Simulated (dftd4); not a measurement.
O2Si (SMILES O=[Si]=O), singlet, at a GFN2-xTB geometry; D4 for b97d run with dftd4.

dftd4 was given this input:
```
$ dftd4 mol.xyz --func b97d --charge 0 --json dftd4.json --noedisp --property

# file mol.xyz
3

O     -0.00000000    -0.00000000    -1.49108470
Si     0.00000000     0.00000000     0.00000000
O      0.00000000     0.00000000     1.49108470
```

The log (banner, timings and long lists left out):

```
                    ____  _____ _____     ____  _  _
      -------------|  _ \|  ___|_   _|---|  _ \| || |------------
     |             | | | | |_    | | ___ | | | | || |_           |
     |             | |_| |  _|   | ||___|| |_| |__   _|          |
     |             |____/|_|     |_|     |____/   |_|            |
     |             ===================================           |
     |            E. Caldeweyher, S. Ehlert & S. Grimme          |
     |          Mulliken Center for Theoretical Chemistry        |
     |                    University of Bonn                     |
      -----------------------------------------------------------

Rational (Becke-Johnson) damping: b97d-D4-ATM
---------------------
  s6         1.0000
  s8         1.6946
  s9         1.0000
  a1         0.2890
  a2         4.1341
 alp        16.0000
--------------------

Atomic data, radii in Ångström:
------------------------------------------------------
   Z          R(cov)      r4/r2   hardness         EN
------------------------------------------------------
   8 O        0.8400     1.3725     0.5869     3.4400
  14 Si       1.3867     2.5839     0.3054     1.9000
------------------------------------------------------

Atomic reference systems (in atomic units):
----------------------------------------------------------------------------
   Z        #      CN     q+Z       C6(AA)   #      CN     q+Z       C6(AA)
----------------------------------------------------------------------------
   8 O      1  0.0000  8.0000      15.5711   2  0.8042  7.6453      20.8489
            3  1.6112  7.4012      24.8631   4  0.9798  8.0000      14.9880
  14 Si     1  0.0000 14.0000     321.4498   2  0.8915 14.0165     270.4983
            3  1.8234 13.9936     236.2774   4  2.8003 13.9692     228.3542
            5  3.6668 13.9341     158.2713
----------------------------------------------------------------------------

Atomic properties (in atomic units):
----------------------------------------------------------------------------
     #    Z              CN          q      C6(AA)        C8(AA)   alpha(0)
----------------------------------------------------------------------------
     1    8 O        0.7712    -0.3242     20.1819      407.2822     6.0267
     2   14 Si       1.5424     0.6484    203.4052    14548.8897    29.6922
     3    8 O        0.7712    -0.3242     20.1819      407.2822     6.0267
----------------------------------------------------------------------------

Molecular properties (in atomic units):
----------------------------------------
 molecular C6                 517.8151
 molecular C8               25056.2406
----------------------------------------

Dispersion energy:      -8.4354478009998E-03 Eh

[Info] JSON dump of results written to 'dftd4.json'
```
